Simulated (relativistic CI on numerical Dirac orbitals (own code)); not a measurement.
**Ti²⁺: resonant inelastic scattering at the M2,3 edge**

Computed with this model: Dirac-Coulomb-Breit CI, KLI orbitals optimised for each configuration, model QED, Kramers-Heisenberg scattering through one core-hole configuration in a parametric crystal field, unscaled Slater integrals; configurations [Ar] 3d2 → [Ne] 3s2 3p5 3d3; 300 K; core-hole width 0.8 eV; summed over polarisations. Incident energies are the highest absorption maxima for each field (at most a few, so the weaker spin-orbit partner edge can be absent), on the computed scale of the free ion. Intensities are in per cent of the strongest line above 0.02 eV; levels within 1 cm⁻¹ are merged; final levels count from the ground level, the first row holds all elastic scattering, lines under 0.4 are left out and each table stops after 24 rows. The scale of the Slater integrals is a model choice and moves the terms in proportion.

Field parameters in Wybourne normalisation: D3d B²₀ = −7Dσ, B⁴₀ = −14Dq − 21Dτ, B⁴₃ = −14√(10/7) Dq; D4h B²₀ = −7Ds, B⁴₀ = 21(Dq − Dt), B⁴₄ = 21√(5/14) Dq. The field is a parameter set, without covalency.

S is read from ⟨S²⟩ = S(S + 1).

D4h, 10Dq = 15000, Ds = 380, Dt = -750 cm⁻¹:

```
Final level (eV)  Degeneracy  Irrep     S  43.6 eV  48.8 eV  49.3 eV
           0.000           1     A1  1.00    209.3    288.1    340.9
           0.000           2      E  1.00      1.9      0.1      0.1
           0.565           1     B1  1.00      7.4     17.7     50.7
           0.565           1     B2  1.00      7.4     16.7     49.0
           0.575           2      E  1.00     13.2     34.8    100.0
           0.584           2  A1+A2  1.00     11.9     32.3     99.1
           2.104           2      E  0.01      0.4      0.6      0.4
           2.150           1     A1  0.00      0.3      0.4      0.5
           2.299           2  B1+B2  1.00     26.0     35.6     18.2
           2.303           2      E  1.00     23.6     29.2     18.6
           2.306           2  A1+A2  1.00     24.5     22.1     17.8
           3.124           3   B1+E  1.00      7.1     23.2     10.9
           3.878           1     A1  0.08      0.2      0.8      0.3
           3.908           1     A2  1.00      1.1     18.2     11.0
           3.909           1     A1  0.97      1.1     18.4     10.7
           3.913           2      E  1.00      2.4     38.5     20.3
           3.918           2  B1+B2  1.00      2.8     37.9     18.6
           4.050           2      E  0.00      0.3      0.3      0.8
           4.271           1     A1  1.00      1.4     42.1     20.1
           4.272           2      E  1.00      2.8     82.9     39.8
           4.857           1     B2  0.02      0.1      0.5      1.2
           4.984           2      E  1.00      0.8     40.8     83.4
           4.985           1     B2  0.99      0.4     20.5     40.8
           6.673           1     A1  0.00      0.1      0.3      0.6
```

D3d, 10Dq = 19500, Dσ = -150, Dτ = 190 cm⁻¹:

| Final level (eV) | Degeneracy | Irrep | S | 43.4 eV | 49 eV | 52.8 eV |
| --- | --- | --- | --- | --- | --- | --- |
| 0.000 | 2 | E | 1.00 | 99.8 | 307.2 | 22.5 |
| 0.009 | 2 | E | 1.00 | 1.0 | 1.8 | 0.0 |
| 0.017 | 1 | A1 | 1.00 | 5.0 | 31.1 | 2.1 |
| 0.018 | 1 | A2 | 1.00 | 4.7 | 31.4 | 2.1 |
| 0.170 | 2 | E | 1.00 | 7.6 | 65.6 | 6.9 |
| 0.171 | 1 | A1 | 1.00 | 3.7 | 31.4 | 3.3 |
| 1.569 | 2 | E | 0.00 | 0.1 | 0.4 | 0.0 |
| 2.345 | 1 | A2 | 1.00 | 6.7 | 7.3 | 4.7 |
| 2.346 | 1 | A1 | 1.00 | 6.6 | 7.1 | 4.7 |
| 2.349 | 2 | E | 1.00 | 10.3 | 11.7 | 8.5 |
| 2.353 | 2 | E | 1.00 | 9.0 | 8.8 | 8.0 |
| 2.399 | 2 | E | 1.00 | 6.6 | 8.4 | 10.3 |
| 2.399 | 1 | A2 | 1.00 | 3.0 | 3.9 | 5.0 |
| 3.787 | 1 | A1 | 1.00 | 0.4 | 1.9 | 8.8 |
| 3.789 | 2 | E | 1.00 | 0.9 | 3.4 | 18.7 |
| 3.805 | 1 | A2 | 1.00 | 0.3 | 5.5 | 9.6 |
| 3.807 | 1 | A1 | 1.00 | 0.4 | 5.2 | 9.7 |
| 3.810 | 2 | E | 1.00 | 0.7 | 10.5 | 18.3 |
| 3.814 | 2 | E | 1.00 | 0.8 | 11.8 | 18.6 |
| 4.085 | 2 | E | 0.00 | 0.1 | 0.7 | 0.1 |
| 4.887 | 3 | A1+E | 1.00 | 0.6 | 100.0 | 14.8 |

D4h, 10Dq = 23750, Ds = -700, Dt = -170 cm⁻¹:

```
Final level (eV)  Degeneracy  Irrep     S  43.8 eV  45.5 eV  49.3 eV
           0.000           1     B1  1.00    114.7     17.3    274.7
           0.000           1     B2  1.00      4.2      2.0     23.0
           0.008           2      E  1.00      0.7      0.1      3.1
           0.016           1     A1  1.00      6.5      1.9     26.5
           0.017           1     A2  1.00      6.2      2.0     26.5
           0.148           2      E  1.00     12.4      6.8     56.1
           0.148           1     A1  1.00      5.8      3.5     27.8
           2.811           2  B1+B2  1.00     12.2      8.0     17.9
           2.814           2      E  1.00      9.7      6.8     12.3
           2.818           2  A1+A2  1.00      8.0      6.1      8.0
           3.021           3   B1+E  1.00     16.4     11.0     27.9
           4.004           1     A1  1.00      0.6      0.5      4.1
           4.004           2      E  1.00      1.3      1.0      8.8
           4.499           1     A1  1.00      0.6      0.7      6.3
           4.500           1     A2  1.00      0.6      0.7      6.2
           4.503           2      E  0.94      1.1      1.3     12.4
           4.509           1     B2  1.00      0.6      0.8      9.1
           4.509           1     B1  1.00      0.6      0.8      8.9
           4.520           2      E  0.15      0.2      0.1      2.2
           5.966           3   B2+E  1.00      0.4      3.9    100.0
```

For the first field the strongest loss at the lowest incident energy is the level at 2.30 eV (S = 1.00, against 1.00 in the thermal ground state).
